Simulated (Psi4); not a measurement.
BiF$_{3}$ (SMILES [F][Bi]([F])[F]), singlet, geometry from GFN2-xTB (such geometries of metal compounds can be far from the true shape) (core potentials on Bi).

The Psi4 input:
```
memory 2 GB

molecule {
0 1
Bi    0.00283361   -0.00403046    0.27310711
F    -1.35263607   -1.00980650   -0.84069305
F    -0.22186672    1.68716206   -0.81262393
F     1.54837061   -0.64018572   -0.86533751
}

set {
  basis def2-svp
  scf_type pk
  puream true
  d_convergence 1e-8
  dft_radial_points 99
  dft_spherical_points 590
}

energy('pbe')
print_variables()
```

### Question
What does this run give for the nuclear repulsion energy, dipole moment, total energy, number of basis functions?

### Answer

```yaml
nuclear_repulsion_energy: 206.4719 Eh
dipole_moment: 5.03 D
total_energy: -513.7385 Eh
number_of_basis_functions: 68
```
